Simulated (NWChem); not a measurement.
# phosphoric acid (H3PO4); SMILES OP(=O)(O)O

```xyz
8

O     -0.5183     1.3413     0.5938
P      0.0000     0.0000    -0.1182
O      0.0000     0.0000    -1.5938
O      1.4207    -0.2218     0.5938
O     -0.9025    -1.1195     0.5938
H     -1.2401     1.7395     0.0907
H      2.1265     0.2042     0.0907
H     -0.8864    -1.9437     0.0907
```
Atoms are numbered in this order, from 1.

Results from NWChem. Pople sets run with spherical d functions. Coordinates come from a PBE0/def2-SVP optimisation.

Predict the results for PBE/6-31G*. Quantities: highest occupied level (eV); orbital gap (eV); dipole (D).

The highest occupied level (eV) is -6.75, the orbital gap (eV) is 6.79 and the dipole (D) is 0.07.
